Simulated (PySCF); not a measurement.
**Orbital levels and atomic charges**

System: Al6H11Br8N7 (III V ligated).

Cartesian coordinates (Å):
```
  1 Al   -2.844   -0.414   -0.766
  2 Al   -0.398   -2.856   -0.733
  3 Al    1.811   -0.534   -0.716
  4 Al   -0.526    1.793   -0.774
  5 Al    1.640    1.679    1.826
  6 Al   -0.539   -0.509    1.517
  7 N    -2.285   -2.298   -0.756
  8 N    -1.538    0.581    0.245
  9 N     0.568   -1.532    0.281
 10 N     2.688    0.650    0.547
 11 N     0.796    0.757   -1.750
 12 N     0.633    2.689    0.501
 13 N     0.492    0.530    2.552
 14 H     3.269    0.048    1.142
 15 H     3.377    1.221    0.045
 16 H     1.445    1.399   -2.220
 17 H     0.333    0.267   -2.530
 18 H    -2.742   -2.746    0.051
 19 H    -2.717   -2.740   -1.580
 20 H     1.216    3.366   -0.004
 21 H     0.020    3.286    1.069
 22 H     0.386    0.440    3.555
 23 H    -2.081    1.138    0.921
 24 H     1.107   -2.067    0.979
 25 Br   -1.425    3.593   -1.807
 26 Br    2.989    3.078    2.971
 27 Br    0.261   -2.524   -2.893
 28 Br   -1.965   -1.900    2.600
 29 Br   -0.227   -4.898    0.206
 30 Br   -4.905   -0.220    0.125
 31 Br    3.620   -1.491   -1.677
 32 Br   -2.461    0.214   -2.927
```

Method: CAM-B3LYP/def2-SVP, gas phase, PySCF, fitting set def2-universal-JFIT up to Ne and JKFIT beyond, grid level 1.

Spin-orbit coupling is left out, which matters for the heavier atoms here.

(1) Give the orbital energies near the gap.

(2) Give the partial charges of the non-hydrogen atoms.

Answers

(1) 
| orbital | eV |
| --- | --- |
| HOMO-4 | -9.47 |
| HOMO-3 | -9.39 |
| HOMO-2 | -9.34 |
| HOMO-1 | -9.16 |
| HOMO | -8.76 |
| LUMO | 0.21 |
| LUMO+1 | 1.21 |
| LUMO+2 | 1.29 |
| LUMO+3 | 1.38 |

(2) 
```tsv
atom	Mulliken	IAO	Hirshfeld
Al1	0.73	0.84	0.38
Al2	0.72	0.84	0.38
Al3	0.69	0.96	0.44
Al4	0.69	0.95	0.44
Al5	0.68	0.95	0.42
Al6	0.72	0.93	0.40
N7	-0.49	-0.78	-0.27
N8	-0.74	-0.96	-0.37
N9	-0.74	-0.96	-0.37
N10	-0.44	-0.78	-0.27
N11	-0.48	-0.78	-0.26
N12	-0.44	-0.78	-0.27
N13	-0.57	-1.00	-0.47
Br25	-0.27	-0.31	-0.21
Br26	-0.30	-0.33	-0.22
Br27	-0.31	-0.31	-0.16
Br28	-0.30	-0.31	-0.17
Br29	-0.26	-0.31	-0.20
Br30	-0.26	-0.31	-0.20
Br31	-0.27	-0.31	-0.21
Br32	-0.31	-0.31	-0.16
```
